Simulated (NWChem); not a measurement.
# Ionisation of C3H3

```xyz
6

C      0.0000     0.0000    -1.2582
C      0.0000     0.0000     0.1143
C      0.0000     0.0000     1.3469
H      0.9390     0.0000    -1.8192
H     -0.9390     0.0000    -1.8192
H      0.0000     0.0000     2.4204
```
Charge 0, spin multiplicity 2.

The numbers come from NWChem runs, not from measurements. All single points use one geometry, from UB3LYP/def2-SVP, a minimum by its harmonic frequencies.

Basis set: def2-TZVP. The species with one electron less has spin multiplicity 1 and keeps the geometry of the parent. Δ marks differences of total energies (open shells unrestricted). −ε marks an orbital energy of the parent. That orbital need not have the symmetry of the hole or added electron in the Δ rows. That singlet is a closed-shell solution.

B3LYP has NWChem's definition, with VWN1-RPA local correlation. The structure started from a generated list of species. The unpaired electrons of the parent sit in orbitals of symmetry b2 (C2v labels of the run); other states weren't searched. No SCF solution was tested for a lower state.

Order these methods by the first vertical ionisation energy they give, lowest first: −ε(alpha HOMO) of CAM-B3LYP, ΔPBE, G0W0@PBE0, ΔCAM-B3LYP.

−ε(alpha HOMO) of CAM-B3LYP (7.61 eV), G0W0@PBE0 (8.38 eV), ΔPBE (8.63 eV), ΔCAM-B3LYP (8.77 eV)
